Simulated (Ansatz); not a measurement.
Basis-set extrapolation for `[SiH3][O][Al]([Cl])[Cl]` (PBE0-D4/def2-TZVP geometry, frozen core, Ansatz). Multiplicity 1, RHF reference.

```json
{"": "HF", "def2-TZVPP": "-1526.807848", "def2-QZVPP": "-1526.853941"}
{"": "MP2 correlation", "def2-TZVPP": "-0.798343", "def2-QZVPP": "-0.872648"}
{"": "CCSD(T) correlation", "def2-TZVPP": "-0.884299", "def2-QZVPP": "not run"}
```

Energies in hartree. Use E(X) = E(∞) + A·exp(−7.88·√X) for Hartree–Fock and E(X) = E(∞) + B·X^(−2.97) for correlation, with X = 3 and 4, and add CCSD(T) minus MP2 of the smaller set to the MP2 limit.

Question: What is the CCSD(T) energy at the basis-set limit?

Answer: HF limit: -1526.853941 + (-0.046093) × 0.13774 = -1526.86029. MP2 limit: -0.872648 + (-0.074305) × 0.74074 = -0.92769. Higher-order term: -0.884299 − (-0.798343) = -0.08596. Total: -1527.87394 hartree, 477.3 kJ/mol below CCSD(T)/def2-TZVPP.
